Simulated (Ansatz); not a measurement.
Calculated with Ansatz (gas phase, PBE0-D4/def2-TZVP geometries, no zero-point term in ΔE). CCSD(T)/CBS is the MP2 limit (def2-TZVPP, def2-QZVPP) plus CCSD(T) − MP2 in def2-TZVPP, frozen cores. DFT in def2-TZVPP. For Br outer-core shells are correlated without core-valence functions, which leaves a few kJ/mol of doubt a bond. Scalar relativity is left out up to krypton. One conformer a species, not always the lowest.

`CSS[SiH2][SiH3]` + `N[SiH](F)Br` → `F[SiH](Br)N[SiH3]` + `CSS[SiH3]`  (cleavage of the Si–Si bond)

`CSS[SiH2][SiH3]`:

```xyz
13

C    -1.752   -1.400   -1.568
S    -0.753    0.091   -1.720
S     1.137   -0.617   -1.316
Si    1.084   -0.322    0.814
Si    0.990    1.955    1.337
H    -2.779   -1.095   -1.780
H    -1.439   -2.149   -2.294
H    -1.699   -1.804   -0.557
H    -0.072   -1.069    1.381
H     2.341   -0.928    1.339
H    -0.190    2.596    0.703
H     2.231    2.612    0.848
H     0.902    2.131    2.813
```

`N[SiH](F)Br`:

Z-matrix (Å, degrees):
```
Si
F 1 1.594
Br 1 2.206 2 105.8
N 1 1.685 2 114.6 3 118.9
H 1 1.472 2 106.2 3 -118.7
H 4 1.006 1 122.4 2 -81.1
H 4 1.007 1 121.7 2 77.8
```

`F[SiH](Br)N[SiH3]`:

```xyz
10

F    -0.024    2.508    0.566
Si   -0.827    1.138    0.458
Br   -2.202    1.119    2.185
N     0.184   -0.220    0.527
Si    0.858   -1.113   -0.802
H    -1.572    1.166   -0.810
H     0.454   -0.520    1.454
H     2.342   -1.030   -0.814
H     0.474   -2.545   -0.725
H     0.312   -0.504   -2.039
```

`CSS[SiH3]`:

Cartesian coordinates in Å:
```
C -1.654 -0.213 -0.965
S -0.240 -1.321 -0.860
S 0.242 -1.211 1.140
Si 1.632 0.406 0.950
H -2.470 -0.566 -0.335
H -1.970 -0.230 -2.011
H -1.375 0.805 -0.691
H 0.958 1.584 0.346
H 2.782 0.003 0.105
H 2.095 0.742 2.322
```

CCSD(T)/CBS gives -49.8 kJ/mol.

**Question.** Another level gave -34.5 kJ/mol. Which?
A. CCSD(T)/def2-TZVPP
B. r2SCAN-D4/def2-TZVPP
C. ωB97X-V/def2-TZVPP
D. PBE0-D4/def2-TZVPP

**Answer.** D. PBE0-D4 -34.5, CCSD(T)/def2-TZVPP -51.5, ωB97X-V -47.4, r2SCAN-D4 -42.4 kJ/mol.

Largest T1 diagnostic among the species: 0.013.

From PBE to PBE0 (25 % exact exchange), in def2-TZVPP and without D4, ΔE moves by −6.1 kJ/mol. In def2-TZVPP, CCSD(T) changes the Hartree–Fock value by +16.3 kJ/mol (the triples alone add +2.3 kJ/mol) and MP2 by +10.5 kJ/mol.
